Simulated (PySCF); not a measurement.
C₅H₇BCl₂.
Cartesian coordinates in Å at the PBE0-D3(BJ)/def2-SVP level; atoms count from 1:
```xyz
15
C5H7BCl2 angstrom
C     -1.6188   -1.5390    0.6982
C     -0.7477   -0.6024    0.2761
C     -1.1442    0.8292    0.0752
C      0.6286   -1.0016    0.0059
C      1.6272   -0.1930   -0.4210
B      3.0527   -0.6899   -0.6839
Cl     4.2914    0.4278   -1.2373
Cl     3.5140   -2.3745   -0.4498
H     -2.6624   -1.2965    0.9154
H     -1.3056   -2.5774    0.8371
H     -0.9750    1.1428   -0.9674
H     -2.2044    0.9868    0.3135
H     -0.5445    1.4985    0.7128
H      0.8562   -2.0617    0.1705
H      1.4147    0.8682   -0.5895
```

Linear response at wB97X-D/def2-SVPD (PySCF, frozen core in the response, non-relativistic).

Static isotropic polarisability: 112.76 au (16.71 Å³), principal values 68.5, 103.7, 166.2 au.

Task: What is the polarisability at 1064 nm and at the sodium D line?

Result: 114.92 au at 1064 nm (+1.9 %), 120.69 au at 589.3 nm (+7.0 %). The rise at 589.3 nm is 3.67 times that at 1064 nm; a pure ω² law gives 3.26. The lowest singlet lies at 261 nm, shorter than both wavelengths.

Task: What is the isotropic C6 coefficient between two such molecules, C6 = (3/π)∫α(iω)² dω?

Result: 4300 au (Eh·bohr⁶) by a ten-point quadrature over imaginary frequencies, which is 2570 eV·Å⁶ or 248 J·nm⁶/mol.

Task: Which effective excitation energy ω̄ makes London's formula C6 = (3/4)α²ω̄ exact here?

Result: ω̄ = 4·C6/(3α²) = 0.451 Eh = 12.3 eV. A one-pole form α(ω) = α/(1 − ω²/ω̄²) fitted to the 1064 nm value gives 8.5 eV.

Task: What n − 1 at the D line would an ideal gas of it have at 273.15 K and 1 atm (2.6868 × 10¹⁹ cm⁻³), by n − 1 = 2π·N·α′?

Result: 30.19 × 10⁻⁴, a formal value whether or not that pressure can be reached.

Task: How anisotropic is the static polarisability, by Δα² = ½[(α1 − α2)² + (α2 − α3)² + (α3 − α1)²]?

Result: Δα = 85.7 au, or 0.76 of the isotropic value.

Task: How many electrons N does the Slater–Kirkwood formula C6 = (3/4)·√N·α^(3/2) need to give this C6?

Result: N = (4·C6/3)²/α³ = 22.9; the species has 76 electrons in all.

Task: What three-body coefficient follows from the one-pole estimate C9 = (3/4)·α·C6?

Result: 364000 au. This is an estimate from the two numbers above, not a computed integral.

Task: The lowest 6 singlets have (eV, f): 4.76, 0.703; 5.62, 0.000; 5.67, 0.000; 6.44, 0.071; 6.48, 0.000; 6.60, 0.056. What share of the static polarisability do they carry in the sum over states α = Σ f/ω²?

Result: 25.23 au, 22.4 % of α; the largest term, 23.00 au, is that of the state at 4.76 eV. Their oscillator strengths add up to 0.83. Higher states carry the rest.

Task: What molar refraction at the D line follows from R = (4π/3)·N_A·α′, with α′ the polarisability volume?

Result: α′ = 17.88 Å³ gives R = 45.11 cm³/mol, for isolated, non-vibrating species.

One conformer stands for the species.

wB97X-D is run here without its empirical dispersion term; that term would change no orbital, density or response property at a fixed geometry.
